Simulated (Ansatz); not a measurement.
Relaxation of BCl3H (5 atoms, charge 0, multiplicity 2), to a largest force component of 0.03 eV/Å in at most 50 steps.

Theory: UKS revPBE/def2-SVP (Ansatz 0.2.0).

```xyz
5
Properties=species:S:1:pos:R:3
B -0.006 0.002 -0.121
H -0.018 0.010 1.083
Cl 1.535 -0.003 -0.945
Cl -1.531 -0.003 -0.974
Cl 0.020 -0.005 3.647
```

Problem. Where does it end, and by what steps?

Solution. The forces met the threshold. After 20 steps the energy has fallen by 0.923 eV; Cl5 moved furthest, 1.62 Å. Joined: B1–Cl5 (3.77 → 1.82 Å).

```json
{"step": "0", "energy less start (eV)": "0.0000", "largest force component (eV/Å)": "0.562", "accepted": "yes"}
{"step": "1", "energy less start (eV)": "-0.0172", "largest force component (eV/Å)": "0.351", "accepted": "yes"}
{"step": "2", "energy less start (eV)": "-0.0805", "largest force component (eV/Å)": "0.285", "accepted": "yes"}
{"step": "3", "energy less start (eV)": "-0.1485", "largest force component (eV/Å)": "0.281", "accepted": "yes"}
{"step": "4", "energy less start (eV)": "-0.1907", "largest force component (eV/Å)": "0.549", "accepted": "yes"}
{"step": "5", "energy less start (eV)": "-0.1933", "largest force component (eV/Å)": "0.258", "accepted": "yes"}
{"step": "6", "energy less start (eV)": "-0.2000", "largest force component (eV/Å)": "0.156", "accepted": "yes"}
{"step": "7", "energy less start (eV)": "-0.2067", "largest force component (eV/Å)": "0.045", "accepted": "yes"}
{"step": "8", "energy less start (eV)": "-0.1987", "largest force component (eV/Å)": "0.722", "accepted": "no"}
{"step": "9", "energy less start (eV)": "-0.2099", "largest force component (eV/Å)": "0.149", "accepted": "yes"}
{"step": "10", "energy less start (eV)": "-0.2151", "largest force component (eV/Å)": "0.117", "accepted": "yes"}
{"step": "11", "energy less start (eV)": "-0.2228", "largest force component (eV/Å)": "0.151", "accepted": "yes"}
{"step": "12", "energy less start (eV)": "-0.2318", "largest force component (eV/Å)": "0.395", "accepted": "yes"}
{"step": "13", "energy less start (eV)": "-0.2645", "largest force component (eV/Å)": "0.298", "accepted": "yes"}
{"step": "14", "energy less start (eV)": "-0.3495", "largest force component (eV/Å)": "0.768", "accepted": "yes"}
{"step": "15", "energy less start (eV)": "-0.5479", "largest force component (eV/Å)": "0.968", "accepted": "yes"}
{"step": "16", "energy less start (eV)": "-0.7294", "largest force component (eV/Å)": "1.621", "accepted": "yes"}
{"step": "17", "energy less start (eV)": "-0.8735", "largest force component (eV/Å)": "0.936", "accepted": "yes"}
{"step": "18", "energy less start (eV)": "-0.9161", "largest force component (eV/Å)": "0.325", "accepted": "yes"}
{"step": "19", "energy less start (eV)": "-0.9205", "largest force component (eV/Å)": "0.132", "accepted": "yes"}
{"step": "20", "energy less start (eV)": "-0.9233", "largest force component (eV/Å)": "0.021", "accepted": "yes"}
```

```xyz
5
Properties=species:S:1:pos:R:3
B 0.002 -0.077 0.521
H -0.026 1.196 0.799
Cl 1.564 -0.149 -0.412
Cl -1.545 -0.214 -0.429
Cl 0.006 -0.756 2.211
```

Run time: 30 s on 2 threads of Intel(R) Xeon(R) Platinum 8488C (Sapphire Rapids) (shared host), peak memory 0.17 GiB.
